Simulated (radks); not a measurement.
The numbers below are computed, except where a source is named.
Species: W XLIII. Configuration: [Ar] 3d10 4s2 4p2 (the NIST ground configuration). Code: a radial shooting solver on a logarithmic mesh with Libxc functionals. Model: Dirac Kohn-Sham, relativistic LDA (MacDonald-Vosko exchange, VWN5 correlation), spin-unpolarised, spherical densities, finite nucleus; open shells fill j = l - 1/2 first; Fermi nuclear charge, rms radius 5.3658 fm.

Spin-orbit splittings of the eigenvalues, e(l+1/2) - e(l-1/2), with zeta = 2 splitting/(2l+1) and mean radii in bohr:

| shell | occ. | splitting (eV) | zeta (eV) | <r> j=l-1/2 | <r> j=l+1/2 |
|---|---|---|---|---|---|
| 2p | 6 | 1339 | 892.9 | 0.06378 | 0.07166 |
| 3p | 6 | 301.0 | 200.7 | 0.1878 | 0.2015 |
| 3d | 10 | 66.74 | 26.70 | 0.1755 | 0.1797 |
| 4p | 2 | ? | ? | 0.3926 | 0.4122 |

Estimate the 4p splitting.

Answer. 99.09 eV (zeta = 66.06 eV).
